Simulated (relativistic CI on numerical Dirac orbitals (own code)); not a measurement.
## Radial parameters of Xe XXII

Computed by Dirac-Coulomb-Breit CI, separate exchange-only KLI orbitals for each configuration, a model potential for QED, unscaled Slater integrals (own radial code, finite nucleus).

Slater integrals F^k, G^k are unscaled and averaged over j, outside the closed core [Ar] 3d10; ζ comes from projecting the Hamiltonian with its Breit term on Σ l·s of the shell.

- 4s2 4p3: F^2(4p,4p) = 154990, ζ(4p) = 88843 cm⁻¹; <r>(4p) = 0.6676, <r^2>(4p) = 0.5029 (bohr units).
- 4s 4p4: F^2(4p,4p) = 154940, G^1(4s,4p) = 203370, ζ(4p) = 88726 cm⁻¹; <r>(4s) = 0.6476, <r^2>(4s) = 0.4705, <r>(4p) = 0.6678, <r^2>(4p) = 0.5032 (bohr units).
- 4s2 4p2 4d: F^2(4p,4p) = 154960, ζ(4p) = 89106, F^2(4p,4d) = 150120, G^1(4p,4d) = 188800, G^3(4p,4d) = 120320, ζ(4d) = 10246 cm⁻¹; <r>(4p) = 0.6677, <r^2>(4p) = 0.503, <r>(4d) = 0.6877, <r^2>(4d) = 0.5394 (bohr units).

Averages of the first 10 configurations, taken without configuration mixing, which lowers the lowest level and can move excited configurations by several eV; other configurations of the list can lie among them:

```csv
Configuration,Parity,States,Average energy above the lowest level (eV)
4s2 4p3,odd,20,20.2
4s 4p4,even,30,87.1
4s2 4p2 4d,even,150,116.0
4p5,odd,6,161.0
4s 4p3 4d,odd,400,179.9
4s2 4p2 4f,odd,210,215.0
4s 4p3 4f,even,560,279.2
4p4 4d,even,150,250.7
4s 4p2 4d2,even,1350,274.7
4s2 4p 4d 4f,even,840,311.2
```
